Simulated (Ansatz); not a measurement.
A relaxation, step by step

SnH₆Se, closed shell, PBE0-D4/def2-TZVP (Ansatz 0.2.0). Settings:

```yaml
hamiltonian: {xc: pbe0, dispersion: d4}
relax: {f_tol: 0.005, max_steps: 200}
```

Start, a step off a saddle point along its unstable mode:

```csv
atom,x (Å),y (Å),z (Å)
Sn1,-0.9598,0.0425,-0.3078
H2,0.0879,-1.3439,-0.0142
H3,-0.5358,1.5169,-1.1408
H4,-1.7231,0.2327,1.2037
H5,-1.9909,-0.8342,-1.3577
H6,1.0269,-0.7393,0.5989
Se7,1.6757,0.5180,1.1638
H8,2.4189,0.6071,-0.1460
```

| step | energy less the last (meV) | largest force component (eV/Å) |
| --- | --- | --- |
| 1 | 1086.8 | 1.399 |
| 3 | 200.0 | 0.497 |
| 5 | 23.1 | 0.093 |
| 7 (rejected trial) | 32.3 | 0.924 |
| 9 | 8.3 | 0.241 |
| 11 | 1.5 | 0.007 |
| 13 | 0.9 | 0.004 |
| 15 | 0.6 | 0.041 |
| 17 | 0.4 | 0.009 |
| 19 | 0.3 | 0.009 |
| 21 | 0.3 | 0.007 |
| 23 | 0.3 | 0.020 |
| 25 | 0.2 | 0.009 |
| 27 | 0.2 | 0.025 |
| 29 | 0.2 | 0.013 |
| 31 | 0.1 | 0.008 |
| 33 | 0.1 | 0.015 |
| 35 | 0.0 | 0.021 |
| 36 | 0.0 | 0.004 |

Step 9, positions (Å) and forces (eV/Å):

```csv
atom,x,y,z,Fx,Fy,Fz
Sn1,-1.347,-0.150,-0.530,-0.016,0.006,-0.009
H2,-0.238,-1.444,-0.470,-0.003,-0.004,-0.004
H3,-0.631,1.184,-1.311,-0.003,-0.007,0.004
H4,-1.824,0.272,1.048,0.007,0.000,-0.005
H5,-2.719,-0.650,-1.418,0.016,0.008,0.011
H6,1.905,-0.750,1.178,0.057,0.235,0.054
Se7,2.156,0.686,1.428,-0.055,-0.241,-0.056
H8,2.699,0.851,0.075,-0.003,0.003,0.006
```

Step 11, positions (Å) and forces (eV/Å):

```csv
atom,x,y,z,Fx,Fy,Fz
Sn1,-1.358,-0.148,-0.545,0.000,0.001,0.001
H2,-0.287,-1.474,-0.517,-0.001,-0.002,-0.002
H3,-0.623,1.172,-1.330,0.001,0.000,0.000
H4,-1.802,0.277,1.042,0.001,-0.001,0.000
H5,-2.758,-0.600,-1.414,-0.003,0.002,-0.001
H6,2.121,-0.771,1.286,0.007,0.000,0.004
Se7,2.049,0.689,1.401,-0.004,0.002,-0.003
H8,2.658,0.854,0.077,-0.002,-0.002,0.001
```

Step 17, positions (Å) and forces (eV/Å):

```tsv
atom	x	y	z	Fx	Fy	Fz
Sn1	-1.374	-0.153	-0.559	0.002	0.001	0.002
H2	-0.336	-1.505	-0.566	-0.001	-0.001	-0.001
H3	-0.612	1.166	-1.321	-0.002	0.000	-0.001
H4	-1.797	0.251	1.039	-0.001	-0.001	0.000
H5	-2.792	-0.548	-1.427	0.002	0.000	0.000
H6	2.270	-0.743	1.396	-0.001	0.009	0.001
Se7	2.012	0.701	1.381	0.002	-0.008	0.000
H8	2.629	0.829	0.057	0.000	-0.001	0.000
```

Last step (36):

Sn1  (-1.370, -0.144, -0.567)
H2  (-0.279, -1.449, -0.672)
H3  (-0.691, 1.242, -1.289)
H4  (-1.756, 0.168, 1.061)
H5  (-2.799, -0.560, -1.409)
H6  (2.197, -0.670, 1.561)
Se7  (2.025, 0.765, 1.313)
H8  (2.672, 0.648, 0.002)
(Å)

The run took about 47 s on 4 CPU threads of an AMD EPYC 7R43 (shared host).
